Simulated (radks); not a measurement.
The cerium ion Ce+ inside a hard spherical wall (all orbitals vanish at R), configuration held at [Xe] 4f1 5d2 and not refilled when levels cross. All-electron calculation, scalar-relativistic Kohn-Sham, LDA (Slater exchange, Perdew-Wang correlation), spin-polarised, spherical densities, finite nucleus; open shells are filled with parallel spins first (spin-orbit coupling, left out, can overturn this in heavy ions); Fermi nuclear charge, rms radius 4.8771 fm. Program: a radial shooting solver on a logarithmic mesh with Libxc functionals. Eigenvalues in eV for spin up, with the zero of energy where the potential of the charges vanishes at infinity; a dash marks a level that is unbound or too diffuse for the functional's potential to be trusted. A positive occupied level is held by the wall or, in an anion where self-interaction has pushed it up, behind a barrier. The pressure on the wall is -dE/dV.

| R (bohr) | E (hartree) | kinetic (hartree) | e(5s) | e(5p) | e(4f) | e(6s, empty) | e(5d) | e(6p, empty) | pressure (GPa) |
|---|---|---|---|---|---|---|---|---|---|
| free | -8853.2590 | 9380.380 | -45.060 | -27.777 | -9.889 | -8.179 | -7.820 | -5.112 | 0 |
| 20 | -8853.2590 | 9380.380 | -45.060 | -27.777 | -9.889 | -8.179 | -7.820 | -5.112 | < 0.0001 |
| 7 | -8853.2519 | 9380.430 | -44.722 | -27.460 | -9.537 | -7.538 | -7.483 | -3.618 | 0.410 |
| 6 | -8853.2353 | 9380.520 | -44.270 | -27.041 | -9.052 | -6.403 | -6.952 | -1.645 | 1.85 |
| 5 | -8853.1775 | 9380.811 | -43.281 | -26.118 | -7.943 | -3.249 | -5.585 | 3.176 | 9.88 |
| 3 | -8851.3346 | 9389.658 | -31.845 | -13.636 | 5.790 | 42.354 | 13.400 | 59.262 | 972 |
| 2 | -8836.5892 | 9445.064 | 18.322 | 45.636 | 49.948 | 216.58 | 91.330 | 248.65 | 23600 |
| 1.5 | -8790.6305 | 9594.072 | 149.02 | 192.49 | 126.56 | 562.79 | 258.84 | 607.31 | 190000 |
